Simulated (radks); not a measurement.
Values are calculated unless marked as measured or tabulated.
Q: The mean radii <r> (bohr) of the occupied orbitals of an atom or ion are listed with their occupations. Code: a radial shooting solver on a logarithmic mesh with Libxc functionals. Model: scalar-relativistic Kohn-Sham, PBE, spin-unpolarised, spherical densities, point nucleus.

orbital  occ.      <r>
1s          2  0.03707
2s          2   0.1626
2p          6   0.1417
3s          2   0.4584
3p          6   0.4621
3d         10   0.4525
4s          2    1.213
4p          6    1.368
4d          2    2.137
5s          1    3.428

Name the element and its charge.

A: Z = 40, zirconium, charge +1: Zr+ in [Kr] 4d2 5s1. The 1s radius gives Z: for a bare nucleus <r> = (2 gamma + 1)/(2Z) with gamma = sqrt(1 - (Z/c)^2), 0.03641 bohr for Z = 40, and screening makes it slightly larger (0.03707 here). The occupations add up to 39, and the charge is Z minus that.
